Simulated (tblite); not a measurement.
Species: C4H10P2S.
Atom-mapped SMILES: `[PH2:1][P:2]1[CH2:3][CH2:4][S:5][CH2:6][CH2:7]1` (hydrogens: H8, H9 on P1; H10, H11 on C3; H12, H13 on C4; H14, H15 on C6; H16, H17 on C7)

Structure used (GFN2-xTB), in Å, numbered top down from 1:
```xyz
17
C4H10P2S angstrom
P      2.3264    1.5337   -0.4568
P      0.7237    0.1825   -1.0174
C      0.8530   -0.9878    0.4325
C     -0.4093   -1.8241    0.5515
S     -1.8235   -0.8461    1.1496
C     -1.9491    0.3447   -0.2223
C     -0.6989    1.1962   -0.3570
H      2.1947    2.2732   -1.6302
H      3.3023    0.7130   -1.0190
H      1.7106   -1.6448    0.2530
H      1.0284   -0.4332    1.3597
H     -0.2870   -2.6199    1.2866
H     -0.6874   -2.2630   -0.4089
H     -2.8171    0.9590    0.0185
H     -2.1503   -0.2165   -1.1373
H     -0.4380    1.6381    0.6096
H     -0.8853    2.0070   -1.0689
```

All values are computed: GFN2-xTB (tblite) harmonic vibrations without scaling, gas phase. Errors from tens to a few hundred cm⁻¹ against measured bands are possible. Modes of hydrogen on phosphorus can be 10 to 20 % off. One conformer, not necessarily the lowest.

Harmonic wavenumbers (cm⁻¹): 88.6, 111.3, 144.4, 202.7, 204.3, 245.1, 294.8, 335.7, 418.3, 529.7, 645.3, 665.1, 680.1, 683.3, 742.4, 760.4, 798.0, 865.9, 867.5, 932.4, 1040.7, 1047.2, 1064.9, 1096.1, 1119.2, 1131.4, 1162.2, 1246.1, 1248.8, 1250.8, 1263.1, 1419.7, 1427.2, 1437.7, 1441.7, 2256.2, 2318.0, 2925.3, 2929.9, 2934.9, 2937.0, 2955.5, 2956.2, 2990.0, 2991.7.

A = 3062, B = 909.2, C = 792.7 MHz; mass 151.998 u (most abundant isotopes); point group Cs, symmetry number 1.

Problem. What is the zero-point energy?

Solution. Half the sum of the wavenumbers: 28403 cm⁻¹ = 339.78 kJ/mol.

Problem. Entropy at 298.15 K, 1 bar (ideal gas, RRHO, classical rotation)?

Solution. Translation 171.51, rotation 122.87, vibration 96.24: S = 390.6 J/(mol K).

Problem. And Cp and H(298.15 K) − H(0)?

Solution. Cp = 148.22 J/(mol K), of which vibrations give 114.96 (their classical limit is 45 R = 374.2); H(298.15 K) − H(0) = 26.27 kJ/mol without the zero-point energy, 16.35 from vibrations.

Problem. Which modes carry the vibrational entropy at 298.15 K?

Solution. 88.6 cm⁻¹: 15.44; 111.3 cm⁻¹: 13.58; 144.4 cm⁻¹: 11.48; 202.7 cm⁻¹: 8.82; 204.3 cm⁻¹: 8.76; 245.1 cm⁻¹: 7.39 J/(mol K); the other 39 give 30.76 together.

Problem. What must be added to the electronic energy to get the Gibbs energy at 298.15 K and 1 bar?

Solution. ZPE + [H(298.15 K) − H(0)] − T·S = 339.78 + 26.27 − 116.46 = 249.59 kJ/mol.

Problem. How do the functions run with temperature in this model?

Solution. 
```
T (K)  S (J/(mol K))  Cp (J/(mol K))  H − H(0) (kJ/mol)  G − H(0) (kJ/mol)  ln q(vib)
  150          311.8            89.1               8.77             -38.00       1.81
  250          366.3           128.4              19.61             -71.97       3.92
  400          439.8           187.3              43.40            -132.51       7.26
  600          527.5           245.1              87.05            -229.43      11.79
  900          638.0           299.2             169.40            -404.82      18.27
```

q(vib) and H(0) count from the zero-point level.

Hindered rotation and anharmonicity are outside this model. Other conformers, if any are populated, would add a mixing term that is left out.

Hardware: one thread, AMD EPYC 9R45 (x86_64), shared host with 96 logical CPUs at a one-minute load of 48. Cost: 0.48 s. The figure is for the frequency step alone.
